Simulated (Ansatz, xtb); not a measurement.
## Ligand exchange: BH2Br + CH2ClF → BH3 + CHBrClF

Gas-phase species: BH2Br `BBr`, singlet; CH2ClF (chlorofluoromethane) `FCCl`, singlet; BH3 `B`, singlet; CHBrClF `FC(Cl)Br`, singlet. The partners trade Br for H: B–Br and C–H bonds give way to B–H and C–Br.

Shapes, held fixed at every level: PBE0-D4/def2-TZVP. Programs: Ansatz 0.2.0, xtb 6.7.1. The zero-point and thermal change to 298 K, harmonic and unscaled (PBE0-D4/def2-TZVP), is -9.8 kJ/mol.

(1) Estimate ΔH(298 K) of this reaction.

Results:

(1) The highest level, CCSD(T)/def2-TZVPP, gives ΔH(298 K) = +151.8 kJ/mol; the levels span +78.8 to +160.5. GFN0-xTB strays far from the other rows. The column of differences is taken from that level and isn't an error. No measured value is set beside it here. Relativity is left out for Br. Outer-core shells of Br are correlated, in sets that cover them unevenly.

```csv
level,kind,ΔH(298 K) (kJ/mol),less CCSD(T)/def2-TZVPP
GFN0-xTB,semi-empirical,+78.8,-73.0
HF/def2-TZVPP,Hartree–Fock,+160.4,+8.6
BHLYP-D4/def2-TZVPP,global hybrid,+151.9,+0.1
r2SCAN0-D4/def2-TZVPP,global hybrid,+154.6,+2.8
B2PLYP/def2-TZVPP,double hybrid,+151.5,-0.3
MP2/def2-TZVPP,perturbation theory,+151.3,-0.5
CCSD(T)/def2-SVP,coupled cluster or CI,+160.5,+8.7
CCSD(T)/def2-TZVPP,coupled cluster or CI,+151.8,0.0
```
